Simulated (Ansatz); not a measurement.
CH₂I₂, charge +1, doublet, at the geometry of the source list (a state made from the parent by changing its charge; the spin is typed, not shown lowest) (all electrons, no relativity); HF/STO-3G (Ansatz, an electronic-structure program).

The Ansatz input:
Ansatz 0.2 input:
```yaml
crystal:
  periodic: [false, false, false]
  atoms:
    - {symbol: I, position_ang: [-1.79350000, 0.95800000, -0.02460000]}
    - {symbol: C, position_ang: [-0.00220000, -0.21880000, 0.00700000]}
    - {symbol: I, position_ang: [1.81210000, 0.92210000, -0.03590000]}
    - {symbol: H, position_ang: [-0.00510000, -0.80190000, 0.92030000]}
    - {symbol: H, position_ang: [-0.01130000, -0.85940000, -0.86690000]}
basis:
  gaussian:
    orbitals: STO-3G
hamiltonian:
  xc: hf
total_charge: 1
magnetization: {spin_polarized: true, initial_magnetization: 1}
accuracy: high
```

The log (banner, timings and long lists left out):

```
Functional definition: HF
849 factors; integrals over basis functions are off by at most 3.3e-8 eV
mean field evaluation 1: about -373873.6224 eV, gradient 1.3e1 eV
mean field evaluation 2: about -373873.7338 eV, gradient 1.3e1 eV
mean field evaluation 4: about -373875.2693 eV, gradient 9.4e-1 eV
mean field evaluation 8: about -373875.2874 eV, gradient 1.5e-2 eV
mean field evaluation 16: about -373875.5750 eV, gradient 2.4e0 eV
mean field evaluation 32: about -373875.8034 eV, gradient 2.0e-1 eV
mean field evaluation 64: about -373875.4723 eV, gradient 3.1e0 eV
mean field evaluation 96: about -373875.6961 eV, gradient 1.4e0 eV
mean field evaluation 128: about -373875.2859 eV, gradient 1.0e-3 eV
mean field evaluation 160: about -373875.7702 eV, gradient 1.8e-1 eV
mean field -373875.86829639 eV, -13739.6847377269 hartree, gradient 1.5e-8 eV, S^2 0.756378; 9 other end points of the search recorded, 0 dependent functions left out
reference -373875.86829639 eV, -13739.6847377269 hartree; 57, 56 occupied and 4, 5 virtual orbitals, 849 factors
Total energy: -373875.86829639 eV, -13739.6847377269 hartree
```
